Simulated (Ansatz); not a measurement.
`[SiH3][N]([SiH3])[GeH3]` + `[OH][In]([SH])[Br]` → `[SiH3][O][In]([SH])[Br]` + `[SiH3][NH][GeH3]`  (ligand exchange at the Si–N bond)

Program: Ansatz. Geometries: PBE0-D4/def2-TZVP. ΔE: electronic, gas phase. CCSD(T)/CBS adds triple-zeta CCSD(T) − MP2 to the extrapolated MP2 energy (def2 sets, frozen cores). DFT in def2-TZVPP. B3LYP here is the variant with VWN-RPA as its local correlation; programs differ in this. Elements past krypton have def2 core potentials. For Br, Ge, In outer-core shells are correlated without core-valence functions, which leaves a few kJ/mol of doubt a bond. Scalar relativity is left out up to krypton. Each species was taken in one conformer, which may not be the lowest.

```tsv
level	ΔE (kJ/mol)	difference from CCSD(T)/CBS
r2SCAN-D4	-40.1	1.3
PBE0-D4	-36.5	4.9
B3LYP-D4	-41.5	-0.1
ωB97X-V	-42.5	-1.1
PBE	-36.5	4.9
r2SCAN	-41.1	0.3
PBE0	-40.4	1.0
B3LYP	-49.1	-7.7
SCS-MP2/def2-TZVPP	-44.6	-3.2
CCSD/def2-TZVPP	-45.2	-3.8
CCSD(T)/def2-TZVPP	-41.9	-0.5
HF/def2-QZVPP	-64.3	-22.9
SCS-MP2/def2-QZVPP	-44.8	-3.4
HF/CBS(def2)	-64.5	-23.1
MP2/CBS(def2)	-39.8	1.6
CCSD/CBS(def2)	-44.7	-3.3
CCSD(T)/CBS	-41.4	0
```

Largest T1 diagnostic among the species: 0.013.

The D4 term adds +7.6 kJ/mol with B3LYP and +3.9 kJ/mol with PBE0; it sums over pairs of atoms, weighted by their polarisabilities, and B3LYP, whose exchange is more repulsive, gets the larger term. In def2-TZVPP, CCSD(T) changes the Hartree–Fock value by +21.5 kJ/mol (the triples alone add +3.3 kJ/mol) and MP2 by +23.0 kJ/mol. From PBE to PBE0 (25 % exact exchange), in def2-TZVPP and without D4, ΔE moves by −3.9 kJ/mol.
